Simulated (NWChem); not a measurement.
# C₃H₇FSi; SMILES C=C[Si@@H](C)F

```xyz
12

C     -0.0528    -2.2415     0.3403
C     -0.7264    -1.2227    -0.2071
Si     0.0313     0.4623    -0.4309
C     -0.8899     1.7920     0.4944
F      1.5519     0.3652     0.1626
H      0.9833    -2.1233     0.6765
H     -0.5004    -3.2324     0.4767
H     -1.7619    -1.3952    -0.5318
H      0.1496     0.8171    -1.8766
H     -0.3963     2.7693     0.3794
H     -1.9190     1.8846     0.1112
H     -0.9459     1.5539     1.5676
```
Atoms are numbered in this order, from 1.

Computed with NWChem. Pople sets run with spherical d functions. Geometry: optimised at PBE0/def2-SVP. No frequency run checked for a minimum. Ions are spin-unrestricted doublets at the neutral geometry. Hybrids' shares of exact exchange are those that their runs print; pure functionals count as 0. The functionals differ in more than this share.

```csv
row,share of exact exchange,ΔSCF ionisation energy minus −ε(HOMO) (eV)
PBE/6-31G*,0.00,3.07
"LDA (Slater exchange, VWN5)/6-31G*",0.00,3.10
B3LYP/6-31G*,0.20,2.39
PBE0/6-31G*,0.25,2.15
BHandHLYP/6-31G*,0.50,withheld
```

Task: Fit a straight line of the last column on the one before it, predict the withheld value, and compare with the run.

Result: 
1. Means of the 4 shown rows: x = 0.113, y = 2.678. Slope Σ(x − x̄)(y − ȳ)/Σ(x − x̄)² = -0.1894/0.05188 = -3.651; intercept 3.088.
2. The shown rows scatter about the line by 0.023 (root mean square); the largest residual is +0.03, at B3LYP/6-31G*.
3. At x = 0.50 (BHandHLYP/6-31G*; beyond the shown range) the line gives 1.26.
4. The run gives 1.14, -0.12 from the line, 5.2 times the scatter. The line crosses zero at a share of 0.85, outside the shown range.
